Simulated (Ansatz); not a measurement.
Frontier orbitals of C₂H₆GeTe (`C=C[Te][GeH3]`).

```
atom    x (Å)    y (Å)    z (Å)
  C1  -1.8649   1.2390   0.7583
  C2  -1.0764   0.1863   0.6027
 Te3  -0.7148  -0.7179  -1.2608
 Ge4   1.8008  -0.9041  -0.8634
  H5  -2.3240   1.7512  -0.0801
  H6  -2.0804   1.6265   1.7499
  H7  -0.6233  -0.3101   1.4552
  H8   2.0373  -1.5023   0.5332
  H9   2.4823   0.4704  -0.9517
 H10   2.3633  -1.8391  -1.9433
```

Total charge 0; spin multiplicity 1. Correlated methods include outer-core shells of Ge, Te, which these sets cover unevenly. Scalar relativity is left out up to krypton. Te: def2 effective core potential. The geometry is a stationary point of PBE0-D4/def2-TZVP. It is one conformer, not always the lowest. Basis def2-TZVPP, the Gaussian-basis code of Ansatz.

```json
{"functional": "PBE", "HOMO (eV)": "-5.14", "LUMO (eV)": "-1.69", "gap (eV)": "3.45"}
{"functional": "BLYP", "HOMO (eV)": "-4.97", "LUMO (eV)": "-1.59", "gap (eV)": "3.38"}
{"functional": "PBE0", "HOMO (eV)": "-6.12", "LUMO (eV)": "-0.86", "gap (eV)": "5.26"}
{"functional": "B3LYP", "HOMO (eV)": "-5.92", "LUMO (eV)": "-1.10", "gap (eV)": "4.82"}
{"functional": "BHLYP", "HOMO (eV)": "-6.95", "LUMO (eV)": "0.00", "gap (eV)": "6.95"}
{"functional": "ωB97X-V", "HOMO (eV)": "-8.26", "LUMO (eV)": "1.11", "gap (eV)": "9.37"}
{"functional": "ωB97M-V", "HOMO (eV)": "-8.16", "LUMO (eV)": "0.91", "gap (eV)": "9.07"}
```

A quarter of exact exchange (PBE0) shifts PBE's HOMO by −0.98 eV and its LUMO by +0.83 eV; full exchange at long range (ωB97M-V) shifts them by −3.02 and +2.60 eV. The gap opens from 3.45 to 9.08 eV, since occupied levels lose self-interaction and empty ones feel all the electrons. A positive LUMO is unbound and depends on the basis.

B3LYP here is the variant with VWN-RPA as its local correlation; programs differ in this.
